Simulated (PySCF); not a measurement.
CH4N, SMILES [NH]C, multiplicity 2. Atoms are numbered in the order given.

```xyz
6

C     -0.0123    -0.6266     0.0000
N      0.1530     0.8007     0.0000
H     -0.5836    -0.9660     0.8774
H      0.9570    -1.1256     0.0000
H     -0.5836    -0.9660    -0.8774
H     -0.7865     1.2129     0.0000
```
Charge 0, spin multiplicity 2.

The structure is a stationary point at B3LYP-D3(BJ)/def2-TZVP. The isomer is the one that the SMILES or the coordinates give; other isomers of the formula were not compared.

The numbers are results of PBE0/pcH-1 (PySCF), not measurements.

Unrestricted Kohn–Sham, ⟨S²⟩ = 0.754. Hyperfine tensors hold the contact and dipolar terms, without spin-orbit corrections.

**Question.** Estimate the hyperfine couplings. (The exact figures need the calculation; the answer reports its results.)

**Answer.** 
```tsv
nucleus	A(iso) (MHz)	A(iso) (G)	dipolar principal values (MHz)
13C no. 1	-37.0	-13.2	-4.1, 0.5, 3.6
14N no. 2	30.0	10.7	-44.9, -43.1, 88.0
1H no. 3	133.9	47.8	-6.4, -4.2, 10.6
1H no. 4	-0.4	-0.2	-5.6, -5.0, 10.7
1H no. 5	133.9	47.8	-6.4, -4.2, 10.6
1H no. 6	-63.2	-22.6	-52.5, -9.7, 62.2
```

**Question.** And the g tensor (effective nuclear charges for spin-orbit coupling, GIAO)? (Estimate from the structure and the level; the computed values follow.)

**Answer.** principal values 2.0022, 2.0039, 2.0078; isotropic 2.0046.
